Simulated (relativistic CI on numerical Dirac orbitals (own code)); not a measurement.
Method of calculation: Dirac-Coulomb-Breit CI, orbitals from a KLI potential per configuration, model QED, unscaled Slater integrals (own radial code, finite nucleus).

The strongest absorption lines from the ground level of an ion, among the configurations computed and to levels below about 857 eV (vacuum wavelength in Å, gf): 14.478 (0.23), 14.491 (0.44), 52.216 (2.3), 54.097 (0.7), 59.301 (0.26), 59.888 (1.3), 65.218 (0.21), 68.558 (0.46).

(1) Which ion is it?
A. In30+
B. Tc24+
C. In32+
D. In28+

## Answers

(1) A. In30+ has 19 electrons and the ground level 3s2 3p6 3d 2D_3/2; the strongest line goes to 3s2 3p5 3d2 2D°_3/2. The pattern of lines fixes the number of electrons, and along that sequence the line energies rise steadily with the charge (about as its square where n changes within one kind of shell, about linearly where n is kept but much faster in heavy ions where fine structure, which grows about as Z⁴, sets the gap, and irregularly where shells cross), which fixes Z. Configurations outside the model, such as inner-shell arrays, can give stronger lines. At this charge energies of transitions that change n are usually good to better than 1 %, and those within a shell (Δn = 0) to a few per cent.

LS names give the leading component of a level, which can be under half, so a name can repeat, a term be missing and a line seem to break the LS rules.
